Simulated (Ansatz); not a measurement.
C2H6BN can be A, `B1CCN1`, or B, `BCN=C`.

Gas-phase electronic energies from Ansatz, PBE0-D4/def2-TZVP geometries. CBS: MP2 limit from def2 TZ/QZ plus the TZ coupled-cluster correction, frozen cores. DFT in def2-TZVPP. B3LYP here is the variant with VWN-RPA as its local correlation; programs differ in this. Each species was taken in one conformer, which may not be the lowest.

A:

Z-matrix (Å, degrees):
```
C
C 1 1.550
B 1 1.595 2 83.8
H 1 1.091 2 114.3 3 -117.1
H 1 1.091 2 114.3 3 117.1
N 2 1.460 1 90.5 3 -0.0
H 2 1.095 1 114.8 3 -116.4
H 2 1.095 1 114.8 3 116.4
H 3 1.195 1 138.8 2 180.0
H 6 1.006 2 126.8 1 -180.0
```

B:

```xyz
10

B     1.6492   -0.4017    0.0002
C     0.2732    0.0651   -0.5490
N    -0.8833   -0.5629    0.0290
C    -1.7302    0.1656    0.6062
H     2.6287    0.1724   -0.3792
H     1.7502   -1.3294    0.7447
H     0.2088    1.1678   -0.5836
H     0.3465   -0.2441   -1.6096
H    -2.6033   -0.2927    1.0690
H    -1.6398    1.2598    0.6722
```

(1) Which is lower in electronic energy at CCSD(T)/CBS, and by how much? (Estimate.)

(2) Give E(B) − E(A) in kJ/mol with CCSD(T)/def2-SVP, CCSD(T)/def2-TZVPP, HF/def2-TZVPP, BLYP-D4, LDA (SPW92), B2PLYP, B3LYP. (An estimate is asked.)

(3) Does the order hold for the free energy at 298.15 K (harmonic terms from PBE0-D4)? (Estimate.)

Largest T1 diagnostic: 0.013.

Results:

(1) Ansatz gave: A, by 173.8 kJ/mol.

(2) Ansatz gave: CCSD(T)/def2-SVP 175.9, CCSD(T)/def2-TZVPP 169.9, HF/def2-TZVPP 145.0, BLYP-D4 150.2, LDA (SPW92) 210.1, B2PLYP 165.5, B3LYP 159.4. None reverses the order clearly.

(3) The calculation gave: Yes: G(B) − G(A) = +153.7 kJ/mol, for one conformer each.

From BLYP to BHLYP (50 % exact exchange), in def2-TZVPP and without D4, E(B) − E(A) moves by +17.8 kJ/mol. Leaving LDA and LC-ωPBE aside and taking each functional with its dispersion term where it has one, the values, not all of them listed here, spread over 40.5 kJ/mol, from BLYP-D4 to PBE-QIDH. LDA lies +32.8 kJ/mol from PBE without D4.
